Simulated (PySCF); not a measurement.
SMILES O[SiH](F)F, singlet, CAM-B3LYP/def2-SVP optimised geometry.

```
6

Si    -0.78    -0.39     0.00
O      0.85    -0.39     0.00
F     -1.35    -1.05     1.35
F     -1.35     1.12     0.00
H     -1.26    -1.12    -1.17
H      1.35     0.06     0.70
```

Density from CAM-B3LYP/def2-TZVP (PySCF 2.14.0) at that geometry.

Minimum of the electron density along straight lines between bonded atoms, close to the bond critical point (lines longer than 1.1 times the sum of covalent radii, or with two minima, are not listed):

```tsv
bond	length / Å	ρ at the minimum / e bohr⁻³	∇²ρ there / e bohr⁻⁵	position (fraction from the first atom)
Si1–O2	1.627	0.146	0.87	0.41
Si1–F3	1.607	0.138	0.94	0.42
Si1–F4	1.607	0.138	0.93	0.42
Si1–H5	1.463	0.135	0.11	0.49
O2–H6	0.963	0.349	-2.39	0.81
```
